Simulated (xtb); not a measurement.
C₃H₉In, singlet, geometry from GFN2-xTB (such geometries of metal compounds can be far from the true shape); GFN1-xTB (xtb 6.7.1).

Input for xtb:
```
$ xtb mol.xyz --gfn 1 --hess --json

# file mol.xyz
13

In    -0.00027071     0.00058834    -0.00069908
C     -1.54741402    -1.60362658    -0.25516667
H     -1.47645898    -2.03150186    -1.25510468
H     -2.54532539    -1.18425536    -0.13021367
H     -1.39904443    -2.39480853     0.47847392
C     -0.16211960     1.91699700    -1.15548571
H      0.80256149     2.17280153    -1.59247574
H     -0.46352417     2.72452625    -0.48838330
H     -0.90066120     1.82322629    -1.95032013
C      1.71103614    -0.31596421     1.41393740
H      2.33646867     0.57422770     1.46297261
H      2.31750483    -1.15712290     1.07865522
H      1.33272866    -0.54035921     2.41094086
```

Write the output that xtb gives for this input, abridged.


```
   ID    Z sym.   atoms
    1   49 In     1
    2    6 C      2, 6, 10
    3    1 H      3-5, 7-9, 11-13

           -------------------------------------------------
          |                Calculation Setup                |
           -------------------------------------------------

           -------------------------------------------------
          |                 G F N 1 - x T B                 |
           -------------------------------------------------

          ...................................................
          :                      SETUP                      :
          :.................................................:
          :  # basis functions                  40          :
          :  # atomic orbitals                  39          :
          :  # shells                           27          :
          :  # electrons                        24          :
          :  # halogen bonds                     0          :
          :  max. iterations                   250          :
          :  Hamiltonian                  GFN1-xTB          :
          :  restarted?                      false          :
          :  GBSA solvation                  false          :
          :  PC potential                    false          :
          :  electronic temp.          300.0000000     K    :
          :  accuracy                    1.0000000          :
          :  -> integral cutoff          0.2500000E+02      :
          :  -> integral neglect         0.1000000E-07      :
          :  -> SCF convergence          0.1000000E-05 Eh   :
          :  -> wf. convergence          0.2000000E-04 e    :
          :  Broyden damping             0.4000000          :
          :  net charge                          0          :
          :  unpaired electrons                  0          :
          ...................................................

 iter      E             dE          RMSdq      gap      omega  full diag
   1    -12.8086305 -0.128086E+02  0.747E+00    4.68       0.0  T
   2    -12.8128127 -0.418218E-02  0.453E+00    4.70       1.0  T
   3    -12.8133113 -0.498588E-03  0.361E-01    4.73       1.0  T
   4    -12.8136239 -0.312568E-03  0.774E-02    4.72       1.0  T
   5    -12.8136551 -0.311907E-04  0.325E-02    4.72       1.0  T
   6    -12.8136576 -0.249900E-05  0.867E-04    4.72      32.0  T
   7    -12.8136576 -0.186600E-08  0.858E-05    4.72     323.1  T
   8    -12.8136576 -0.739675E-11  0.338E-05    4.72     819.8  T

   *** convergence criteria satisfied after 8 iterations ***

         :::::::::::::::::::::::::::::::::::::::::::::::::::::
         ::                     SUMMARY                     ::
         :::::::::::::::::::::::::::::::::::::::::::::::::::::
         :: total energy             -12.653412657421 Eh    ::
         :: gradient norm              0.006738140287 Eh/a0 ::
         :: HOMO-LUMO gap              4.722148268175 eV    ::
         ::.................................................::
         :: SCC energy               -12.813657552624 Eh    ::
         :: -> electrostatic           0.006301056838 Eh    ::
         :: repulsion energy           0.163590586279 Eh    ::
         :: dispersion energy         -0.003345691076 Eh    ::
         :: halogen bond corr.         0.000000000000 Eh    ::
         :: add. restraining           0.000000000000 Eh    ::
         :: total charge              -0.000000000000 e     ::
         :::::::::::::::::::::::::::::::::::::::::::::::::::::

           -------------------------------------------------
          |                Numerical Hessian                |
           -------------------------------------------------
step length          :   0.00500
SCC accuracy         :   0.30000
Hessian scale factor :   1.00000
frozen atoms in %    :   0.00000    0
RMS gradient         :   0.00674 !! INCOMPLETELY OPTIMIZED GEOMETRY !!
estimated CPU  time      0.02 min

writing file <hessian>.

[...]
 output can be read by thermo (or use thermo option).
 writing <g98.out> molden fake output.
 recommended (thermochemical) frequency scaling factor: 1.0
           -------------------------------------------------
          |             Thermodynamic Functions             |
           -------------------------------------------------

c1  symmetry found (for desy threshold:  0.10E+00) used in thermo

          ...................................................
          :                      SETUP                      :
          :.................................................:
          :  # frequencies                          30      :
          :  # imaginary freq.                       3      :
          :  linear?                             false      :
          :  only rotor calc.                    false      :
          :  symmetry                               c1      :
          :  rotational number                       1      :
          :  scaling factor                  1.0000000      :
          :  rotor cutoff                   50.0000000 cm⁻¹ :
          :  imag. cutoff                  -20.0000000 cm⁻¹ :
          :.................................................:

    mode    ω/cm⁻¹     T·S(HO)/kcal·mol⁻¹    T·S(FR)/kcal·mol⁻¹   T·S(vib)
   ------------------------------------------------------------------------
       1     29.62    -1.74549 ( 10.97%)    -1.21061 ( 89.03%)    -1.26929
       2     93.14    -1.07124 ( 92.33%)    -0.87194 (  7.67%)    -1.05595
       3     93.51    -1.06892 ( 92.44%)    -0.87076 (  7.56%)    -1.05394
   ------------------------------------------------------------------------

   temp. (K)  partition function   enthalpy   heat capacity  entropy
                                   cal/mol     cal/K/mol   cal/K/mol   J/K/mol
 298.15  VIB   114.                 2604.977     16.041     16.454
         ROT  0.155E+06              888.752      2.981     26.732
         INT  0.177E+08             3493.729     19.022     43.186
         TR   0.196E+28             1481.254      4.968     41.099
         TOT                        4974.9831    23.9902    84.2846   352.6469

       T/K    H(0)-H(T)+PV         H(T)/Eh          T*S/Eh         G(T)/Eh
   ------------------------------------------------------------------------
    298.15    0.792814E-02    0.110407E+00    0.400463E-01    0.703606E-01
   ------------------------------------------------------------------------

         :::::::::::::::::::::::::::::::::::::::::::::::::::::
         ::                  THERMODYNAMIC                  ::
         :::::::::::::::::::::::::::::::::::::::::::::::::::::
         :: total free energy         -12.583052080242 Eh   ::
         ::.................................................::
         :: total energy              -12.653412657424 Eh   ::
         :: zero point energy           0.102478781105 Eh   ::
         :: G(RRHO) w/o ZPVE           -0.032118203923 Eh   ::
         :: G(RRHO) contrib.            0.070360577182 Eh   ::
         :::::::::::::::::::::::::::::::::::::::::::::::::::::
imag cut-off (cm-1) :    5.00
 found            3  significant imaginary frequencies
 writing imag mode distorted coords to xtbhess.xyz
 for further optimization.

           -------------------------------------------------
          | TOTAL ENERGY              -12.653412657424 Eh   |
          | TOTAL ENTHALPY            -12.543005736157 Eh   |
          | TOTAL FREE ENERGY         -12.583052080242 Eh   |
          | GRADIENT NORM               0.006738080866 Eh/α |
          | HOMO-LUMO GAP               4.722150389067 eV   |
           -------------------------------------------------
########################################################################
[WARNING] Runtime exception occurred
-1- hessian_numhess: Hessian on incompletely optimized geometry!
########################################################################

normal termination of xtb
```
